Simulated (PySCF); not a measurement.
Two species compared at the same levels of theory.

First species: C4H11FSi.
Cartesian coordinates in Å at the GFN2-xTB level; atoms count from 1:
```xyz
17
C4H11FSi angstrom
C     -0.727   -0.070    1.490
C     -0.572   -0.523    0.037
C     -1.935   -0.539   -0.653
Si     0.668    0.567   -0.923
C      2.427    0.369   -0.179
F      2.492    0.939    1.078
H      0.231   -0.063    2.004
H     -1.398   -0.738    2.029
H     -1.142    0.935    1.534
H     -0.198   -1.554    0.049
H     -2.630   -1.184   -0.117
H     -1.850   -0.903   -1.674
H     -2.358    0.462   -0.686
H      0.767    0.128   -2.321
H      0.304    1.984   -0.842
H      2.729   -0.674   -0.056
H      3.183    0.877   -0.782
```

Second species: C5H3ClO2S.
SMILES: `O=C(O)c1csc(Cl)c1`

Levels: PBE0/def2-SVPD for dipole moment, HOMO energy, LUMO energy, HOMO–LUMO gap, static isotropic polarisability and electronic spatial extent ⟨r²⟩ about the centre of nuclear charge; TDDFT PBE0/def2-SVPD for lowest singlet excitation; TDA PBE0/def2-SVPD for lowest triplet excitation (Tamm–Dancoff); GFN2-xTB for rotational constant A and rotational constant C. Geometries: GFN2-xTB. Each structure is a single optimised conformer of the isolated species, non-relativistic unless stated. Electronic properties by PySCF.

The conformers computed, where there is a choice (atom-mapped SMILES and torsion angles):
- `[CH3:1][CH:2]([CH3:3])[SiH2:4][CH2:5][F:6]`: C1–C2–Si4–C5 65°, C2–Si4–C5–F6 -69°
- `[O:1]=[C:2]([OH:3])[c:4]1[cH:5][s:6][c:7]([Cl:8])[cH:9]1`: O1–C2–C4–C5 0°, H–O3–C2–O1 0°

```
                                                         property   column X    column Y
                                                    dipole moment     1.60 D      0.83 D
                                                      HOMO energy   -8.03 eV    -7.25 eV
                                                      LUMO energy    0.61 eV    -1.72 eV
                                                    HOMO–LUMO gap    8.64 eV     5.53 eV
                                        lowest singlet excitation    7.44 eV     4.81 eV
                         lowest triplet excitation (Tamm–Dancoff)    7.06 eV     3.32 eV
                                  static isotropic polarisability    77.6 au     97.4 au
electronic spatial extent ⟨r²⟩ about the centre of nuclear charge  953 bohr²  1823 bohr²
                                            rotational constant A  4.494 GHz   2.577 GHz
                                            rotational constant C  1.300 GHz   0.548 GHz
```

Which column belongs to which species?

Column X is the first species and column Y the second. The first has 17 atoms and 58 electrons, the second 12 and 82.

How does each property change from the first species to the second?

dipole moment -0.77 D; HOMO energy +0.78 eV; LUMO energy -2.33 eV; HOMO–LUMO gap -3.11 eV; lowest singlet excitation -2.63 eV; lowest triplet excitation (Tamm–Dancoff) -3.74 eV; static isotropic polarisability +19.8 au; electronic spatial extent ⟨r²⟩ about the centre of nuclear charge +870 bohr²; rotational constant A -1.917 GHz; rotational constant C -0.752 GHz.

On the first: S1 lies 1.20 eV below the HOMO–LUMO gap; its leading configuration is HOMO→LUMO, weight 0.81. The vertical singlet–triplet gap S1 − T1 is 0.38 eV (TDDFT singlet less Tamm–Dancoff triplet; S1: HOMO→LUMO, weight 0.81; T1: HOMO→LUMO, weight 0.51).

On the second: The principal polarisabilities are 57.9, 100.8 and 133.4 au; their mean is the isotropic value. The 6 singlets span 4.81 to 6.21 eV, and their oscillator strengths add up to 0.67.
